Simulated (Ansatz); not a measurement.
[NbO2F2]- (NbO2F2⁻). The state is a singlet with charge -1. Geometry relaxed at PBE-D4/def2-SVPD.

```xyz
5

Nb   -0.016   -0.027    0.025
O     0.881   -1.151    1.047
O    -1.738   -0.286    0.309
F     0.407   -0.355   -1.862
F     0.466    1.820    0.480
```

In the def2 sets Nb takes a core potential; there is no spin–orbit coupling. The relaxation made no stability test and no search for a lower SCF solution.

Estimate the harmonic wavenumbers at RKS PBE-D4/def2-SVPD (Ansatz, unscaled). Is this a minimum?

161, 211, 213, 238, 309, 568, 582, 880, 916 cm⁻¹. Yes, no mode is imaginary beyond noise. Zero-point energy 24.4 kJ/mol. It took 26 s on 4 threads of Arm Neoverse V1 on a shared host.
